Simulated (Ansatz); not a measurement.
C$_{3}$H$_{8}$Cl$_{3}$NZr, SMILES `CC(C)[NH][Zr]([Cl])([Cl])[Cl]`. The species carries charge 0 and has multiplicity 1. Zr: def2 effective core potential. All single points use the PBE0-D4/def2-TZVP geometry. It is one conformer, not always the lowest.

```xyz
16

C    -0.046    0.412   -1.451
C     0.833   -0.185   -0.367
C     0.931   -1.696   -0.499
N     0.322    0.185    0.948
Zr   -1.280    1.182    1.568
Cl   -1.194    3.378    0.735
Cl   -3.208    0.112    0.757
Cl   -1.164    1.123    3.902
H    -0.093    1.502   -1.373
H    -1.063    0.009   -1.393
H     0.347    0.169   -2.439
H     1.840    0.241   -0.474
H     1.357   -1.972   -1.468
H     1.569   -2.121    0.280
H    -0.060   -2.149   -0.414
H     0.910   -0.191    1.688
```

Problem. What is the dipole moment at ωB97M-V/def2-TZVPP? (An estimate is asked.)

Solution. The calculation gave: 3.53 D, with components (2.76, -1.82, -1.24) D in this frame, pointing from negative to positive charge.

Problem. And with PBE, r2SCAN, B3LYP? (An estimate is asked.)

Solution. Ansatz gave: PBE 3.57 D, r2SCAN 3.66 D, B3LYP 3.57 D.

Problem. Give the Mulliken charges with ωB97M-V, B3LYP, r2SCAN in def2-TZVPP. (An estimate is asked.)

Solution. Computed: 
```json
{"atom": "C1", "ωB97M-V": "-0.36", "B3LYP": "-0.28", "r2SCAN": "-0.19"}
{"atom": "C2", "ωB97M-V": "0.04", "B3LYP": "0.14", "r2SCAN": "0.20"}
{"atom": "C3", "ωB97M-V": "-0.29", "B3LYP": "-0.25", "r2SCAN": "-0.15"}
{"atom": "N4", "ωB97M-V": "-0.40", "B3LYP": "-0.43", "r2SCAN": "-0.46"}
{"atom": "Zr5", "ωB97M-V": "0.85", "B3LYP": "0.99", "r2SCAN": "1.00"}
{"atom": "Cl6", "ωB97M-V": "-0.25", "B3LYP": "-0.29", "r2SCAN": "-0.30"}
{"atom": "Cl7", "ωB97M-V": "-0.25", "B3LYP": "-0.29", "r2SCAN": "-0.30"}
{"atom": "Cl8", "ωB97M-V": "-0.25", "B3LYP": "-0.29", "r2SCAN": "-0.30"}
{"atom": "H9", "ωB97M-V": "0.13", "B3LYP": "0.10", "r2SCAN": "0.08"}
{"atom": "H10", "ωB97M-V": "0.13", "B3LYP": "0.09", "r2SCAN": "0.07"}
{"atom": "H11", "ωB97M-V": "0.11", "B3LYP": "0.09", "r2SCAN": "0.05"}
{"atom": "H12", "ωB97M-V": "0.10", "B3LYP": "0.07", "r2SCAN": "0.02"}
{"atom": "H13", "ωB97M-V": "0.10", "B3LYP": "0.08", "r2SCAN": "0.04"}
{"atom": "H14", "ωB97M-V": "0.10", "B3LYP": "0.07", "r2SCAN": "0.04"}
{"atom": "H15", "ωB97M-V": "0.12", "B3LYP": "0.09", "r2SCAN": "0.06"}
{"atom": "H16", "ωB97M-V": "0.11", "B3LYP": "0.13", "r2SCAN": "0.15"}
```

B3LYP here is the variant with VWN-RPA as its local correlation; programs differ in this.
